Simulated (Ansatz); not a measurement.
Computed with Ansatz on PBE0-D4/def2-TZVP structures; ΔE is electronic, products minus reactants. CCSD(T)/CBS adds triple-zeta CCSD(T) − MP2 to the extrapolated MP2 energy (def2 sets, frozen cores). This one scheme is used for every species. Functionals use def2-TZVPP. For Br outer-core shells are correlated without core-valence functions, which leaves a few kJ/mol of doubt a bond. Scalar relativity is left out up to krypton. One conformer a species, not always the lowest.

Reaction (ligand exchange at the Si–Br bond): `N[SiH]([SiH3])Br` + `BO` → `BO[SiH](N)[SiH3]` + HBr

```tsv
level	ΔE (kJ/mol)	difference from CCSD(T)/CBS
r2SCAN-D4	13.3	1.9
PBE0-D4	18.6	7.2
ωB97X-V	9.8	-1.6
ωB97M-V	10.5	-0.9
PBE	21.8	10.4
r2SCAN	14.2	2.8
PBE0	20.0	8.6
HF/def2-TZVPP	5.9	-5.5
MP2/def2-TZVPP	11.8	0.4
SCS-MP2/def2-TZVPP	7.9	-3.5
CCSD(T)/def2-TZVPP	6.2	-5.2
HF/def2-QZVPP	4.0	-7.4
MP2/def2-QZVPP	14.1	2.7
SCS-MP2/def2-QZVPP	10.0	-1.4
HF/CBS(def2)	3.7	-7.7
MP2/CBS(def2)	16.9	5.5
CCSD(T)/CBS	11.4	0
```

Largest T1 diagnostic among the species: 0.014.
